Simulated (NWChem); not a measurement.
Species: CCl$_{2}$F, doublet; SMILES F[C](Cl)Cl

```xyz
4

F      1.6061    -0.0842     0.0000
C      0.3450     0.3279     0.0000
Cl    -0.4860    -0.0356     1.4881
Cl    -0.4860    -0.0356    -1.4881
```
Atoms are numbered in this order, from 1.

All runs: NWChem. Spin-unrestricted. Medium grid unless said otherwise, to which SCAN and Minnesota functionals are sensitive. In the optimisation the excess spin sits in a' (Cs, its own frame). All runs use the structure optimised with B3LYP/6-31G* (spherical d), spin-unrestricted. No stability test was run on the SCF state. B3LYP is NWChem's, with the RPA form of VWN correlation.

Question: Among these, which level gives the lowest value of “dipole (D)”?
A) SCAN/def2-SVP
B) PBE/def2-SVP
C) r2SCAN0/def2-SVP
D) LDA (Slater exchange, PW92)/def2-SVP

Answer: A, SCAN/def2-SVP. Values: SCAN/def2-SVP 0.29; PBE/def2-SVP 0.34; r2SCAN0/def2-SVP 0.34; LDA (Slater exchange, PW92)/def2-SVP 0.44
